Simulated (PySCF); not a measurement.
# Worked example: chemical shift, span and skew from a shielding tensor

Si(H)(F)(Br)(OH) (BrFH2OSi), SMILES O[SiH](F)Br. Atoms are numbered in the order given.

```xyz
6

Si    -0.3881     0.3932     0.8561
O     -1.7974    -0.4038     1.1054
F     -0.6643     1.9137     0.3828
Br     0.7936    -0.5506    -0.7640
H      0.3593     0.4061     2.1221
H     -2.3446    -0.6340     0.3446
```

Geometry optimised at r2SCAN-D4/def2-SVP. The values are those of a single conformer.

GIAO shieldings from B3LYP/pcSseg-1 (PySCF), non-relativistic, no solvent. The symmetric part of the tensor of Si1 has the principal values 344.8, 364.7, 374.0 ppm. The same nucleus in TMS has σ = 338.7 ppm at this level (PySCF, at its B3LYP-D3(BJ)/def2-TZVP geometry). Without spin–orbit terms, shifts of atoms bonded to Cl or Br come out too high.

Task: Work out the isotropic shielding, the ²⁹Si shift against TMS, the span and the skew.

Result: 
σ(iso) = (σ11 + σ22 + σ33)/3 = 361.2 ppm. δ = σ(ref) − σ(iso) = 338.7 − (361.2) = -22.5 ppm.
Span Ω = σ33 − σ11 = 29.2 ppm. Skew κ = 3(σ(iso) − σ22)/Ω = -0.36. Tumbling in solution averages the tensor to δ; in a static solid the shielding alone would spread this spin-1/2 line over Ω.
